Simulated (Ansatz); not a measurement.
Ideal-gas functions of F$_{2}$GaH, SMILES `[F][GaH][F]` at 400 K and 1 bar, from an Ansatz frequency run at PBE0-D4/def2-TZVP.

Molar mass 108.73 g/mol, point group C2v (symmetry number 2), electronic degeneracy 1, moments of inertia 26.852, 79.042, 105.895 u Å². Harmonic wavenumbers (cm⁻¹, unscaled): 207, 474, 567, 692, 716, 2100.

Use S(trans) = R[1.5 ln M + 2.5 ln T − 1.1517]; rotational temperatures θ = 24.2544 K / I; S(rot) = R[ln(√π/σ · √(T³/θAθBθC)) + 1.5]; for each mode x = 1.438777 ν̃/T, S = R[x/(eˣ − 1) − ln(1 − e⁻ˣ)] and H = RT x/(eˣ − 1); 1 cm⁻¹ = 0.0119627 kJ/mol; R = 8.31446 J/(mol·K).

Question: By hand: the entropy, in J/(mol·K).

Answer: Translation 173.4. Rotation: θ = 0.9033, 0.3069, 0.229 K, giving 97.7. Vibration, mode by mode: 10.96, 4.82, 3.69, 2.59, 2.42, 0.04, in all 24.5. Electronic 0.0. Sum 295.6 J/(mol·K).

Question: By hand: H − E and G − E in kJ/mol, counted from the electronic energy.

Answer: Zero-point energy ½ × 4756 × 0.0119627 = 28.4; thermal vibration 6.0; translation, rotation and pV give 4 RT = 13.3. H − E = 47.7 kJ/mol, and G − E = 47.7 − 400 × 295.6/1000 = -70.5 kJ/mol.

Vibration gives 8 % of the entropy.
